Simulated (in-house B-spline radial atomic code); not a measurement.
## RPA and G0W0 on wB97X: Pr VI (Pr5+)

Configuration [Kr] 4d10 5s2 5p6, mean-field start wB97X. Computed with an all-electron radial atomic-structure program (B-spline basis): all electrons, scalar-relativistic (spin-free one-electron X2C), finite nucleus, each spin shell either full or empty, empty states to l = 9 with an (l + 1/2)⁻⁴ tail; G0W0 by contour deformation at full frequency.

Spin-orbit coupling, left out, splits p levels strongly here.

Command:
```bash
python run_gw.py task.json out
```
Settings (radii: box in bohr, nucleus in fm):
```
Z                        59
electrons                54
configuration            [Kr] 4d10 5s2 5p6
hamiltonian              x2c
method                   wb97x
lmax                     9
rms_radius               4.8919
spin_polarised           False
box_radius               10.43
intervals                67
```

Time taken, with all properties: 3.4 s on 1 thread of Arm Neoverse V2, with other jobs on the host.

Energies (hartree):

```csv
term,value
mean-field total,-9232.00570
Hartree-Fock functional on these orbitals,-9228.39632
direct second order,-4.885
second-order exchange,1.3198
SOSEX correction,1.2414
```

(1) What is the RPA correlation energy, and what remains with SOSEX?

Quasi-particle levels (eV):

| level | occupied | mean field | Σx - vxc | Σc | QP weight | G0W0 |
| --- | --- | --- | --- | --- | --- | --- |
| 5p | yes | -81.19 | -1.89 | ? | ? | ? |
| 5s | yes | -103.15 | -5.44 | 3.11 | 0.853 | -105.48 |
| 4d | yes | -189.87 | -9.67 | 2.32 | 0.926 | -197.23 |
| 4f | no | -63.29 | 10.86 | -5.83 | 0.952 | -58.26 |

G0W0 = mean field + (Σx - vxc) + Σc, with Σc (partial-wave tail included) taken at the quasi-particle energy. Only the outer levels were computed. Levels of low weight are left out.

(2) Where does G0W0 put 5p?

## Answers

(1) RPA gives -4.3392 hartree (-2.19 eV per electron); RPA + SOSEX gives -3.0978, and the second-order doubles -3.5652 hartree (no singles). RPA lacks exchange-type terms and so overcorrelates at short range.

(2) At -84.12 eV, with Σc = -1.04 eV and a quasi-particle weight of 0.952.
